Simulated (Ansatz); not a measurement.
Spin states of H2O2Os (SMILES [OH][Os][OH]), each relaxed at B3LYP-D3(BJ)/def2-TZVP; lowest solutions found, singlets restricted, no spin–orbit coupling, no relativity up to Kr.
Multiplicity 3 (charge 0, multiplicity 3):
```
atom    x (Å)    y (Å)    z (Å)
----  -------  -------  -------
Os     0.0918  -0.2856   0.0549
O      1.5028  -0.0554  -1.1207
H      1.6786   0.7438  -1.6325
O     -1.3257  -0.5169   1.2225
H     -2.0013   0.1440   1.4186
```
Multiplicity 1 (charge 0, multiplicity 1):
```xyz
5

Os    -0.00390    -0.01578    -0.00746
O      1.34023     0.21455    -1.13147
H      2.06110     0.36472    -1.74579
O     -1.35516    -0.22325     1.11247
H     -2.09603    -0.31040     1.71503
```

Programs: Ansatz (an electronic-structure program).  In def2 rows elements past Kr take small-core potentials, without spin–orbit coupling.

The energy of multiplicity 1 less that of multiplicity 3 (kcal/mol) and the share of exact exchange:

```
functional          exact exchange (%)  value
------------------  ------------------  -----
PBE/def2-TZVPP                       0   4.39
PBE0/def2-TZVPP                     25   6.44
BLYP/def2-TZVPP                      0   3.66
B3LYP/def2-TZVPP                    20   4.41
BHLYP/def2-TZVPP                    50   7.44
r2SCAN/def2-TZVPP                    0   9.18
r2SCANh/def2-TZVPP                  10   9.67
```

Take the value as linear in the share of exact exchange along PBE and PBE0. Give the slope, say whether the sign turns, and set the other functionals against that line.


Slope: (6.44 − (4.39))/2.5 = 0.82 kcal/mol for each 10 %. The line keeps its sign from 0 to 100 %. At 50 % it gives 8.5 kcal/mol. The LYP pair gives (7.44 − (3.66))/5 = 0.76 for each 10 %. BHLYP, at 50 %, lies -1.1 from the PBE line. B3LYP, at 20 %, lies -1.6 from the PBE line. r2SCAN, with none, stands 4.8 from PBE. The r2SCAN pair gives 0.49 for 10 %.
